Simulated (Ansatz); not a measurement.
The Al1–H3 bond of AlFHI (SMILES [F][AlH][I]) is stretched (multiplicity 1, the rest rigid).
Geometry at rest (charge 0, multiplicity 1):
```xyz
4

Al    -0.15958    -0.93431    -1.31852
F     -1.73146    -1.33496    -1.60855
H      0.94832    -1.46087    -2.28100
I      0.31527     0.48343     0.63960
```

Cores are frozen in the correlated methods. Filled d and f shells under p-block atoms count as core.

Run with Ansatz (a program for electronic structure).  In def2 rows elements past Kr take small-core potentials, without spin–orbit coupling.

FIC-MRCISD+Q on CASSCF(2,2)/def2-TZVPP, total energies (hartree):

| R (Å) | CASSCF | MRCISD | weight c² of the reference |
|---|---|---|---|
| 1.559 | -638.807494 | -639.228142 | 0.89447 |
| 2.729 | -638.720272 | -639.131672 | 0.89560 |
| 4.989 | -638.685912 | -639.093666 | 0.89669 |

### Question
Add the Davidson correction (E_MRCISD − E_CASSCF)(1 − c²)/c² and give the energies above the first point at the three levels.

### Answer

Corrections (hartree): -0.049626, -0.047959, -0.046978. Above the first point (kcal/mol):
- R = 2.729 Å: CASSCF 54.7, MRCISD 60.5, with the correction 61.6
- R = 4.989 Å: CASSCF 76.3, MRCISD 84.4, with the correction 86.0
